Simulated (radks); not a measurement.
The numbers below are computed, except where a source is named.
Radial electron density D(r) = 4 pi r^2 rho(r) of an atom or ion with 1 electrons. Code: a radial shooting solver on a logarithmic mesh with Libxc functionals. Model: scalar-relativistic Kohn-Sham, PBE, spin-unpolarised, spherical densities, point nucleus.

r (bohr),D(r) (e/bohr)
0.101,0.03063
0.1175,0.04014
0.1368,0.05229
0.1606,0.06860
0.1869,0.08810
0.2176,0.1121
0.2554,0.1430
0.2973,0.1779
0.3461,0.2183
0.4062,0.2662
0.4729,0.3152
0.5505,0.3653
0.6408,0.4131
0.752,0.4559
0.8755,0.4841
1.019,0.4952
1.196,0.4841
1.392,0.4504
1.621,0.3962
1.902,0.3230
2.215,0.2468
2.578,0.1737
3.001,0.1115
3.522,0.06228
4.1,0.03153
4.773,0.01378
5.601,0.004786
6.521,0.001428

What is the nuclear charge?

Answer. Z = 1. The innermost maximum, from 1s, lies near gamma/Z bohr with gamma = sqrt(1 - (Z/c)^2) = 1.000, here 1 bohr (found: 1.03), and its height grows with Z. The density is that of neutral hydrogen in 1s1; the configuration itself is not fixed sharply by these data. D(r) has 1 maximum, at r = 1.03 bohr.
